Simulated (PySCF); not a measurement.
# Electronic structure of Ir (iridium, neutral) at the UHF level

Configuration: [Xe] 4f14 5d7 6s2, high-spin 4F determinant. Calculation: PySCF 2.14, in def2-TZVP with the def2 core potential (60 electrons); scalar relativity through the core potential.

```
Total energy             : -103.443214 hartree
One-electron energy      : -179.6352 hartree
Hartree (Coulomb) energy : 85.8455 hartree
Exchange energy          : -9.6536 hartree
⟨S²⟩                     : 3.7675
⟨L²⟩                     : 12.033
Sum of ⟨r⟩               : 27.13 bohr
Sum of ⟨r²⟩              : 57.06 bohr²
Time after the integrals : 0.11 s of wall time on 1 thread of Intel(R) Xeon(R) 6975P-C (shared host)
```

```
shell  electrons  mean orbital energy (hartree)  spread (hartree)  rms radius, mean of both spins (bohr)
 5s α          1                       -4.35086                 0                                   1.06
 5s β          1                       -4.19182                 0                                   1.06
 5p α          3                       -2.55889                 0                                   1.23
 5p β          3                       -2.33715                 0                                   1.23
 5d α          5                       -0.51630           0.03574                                   1.83
 5d β          2                       -0.42231                 0                                   1.83
 6s α          1                       -0.32631                 0                                   3.33
 6s β          1                       -0.26803                 0                                   3.33
```

Energies and moments cover only the electrons outside the core potential. Spin-orbit coupling, absent here, splits the open shell strongly.
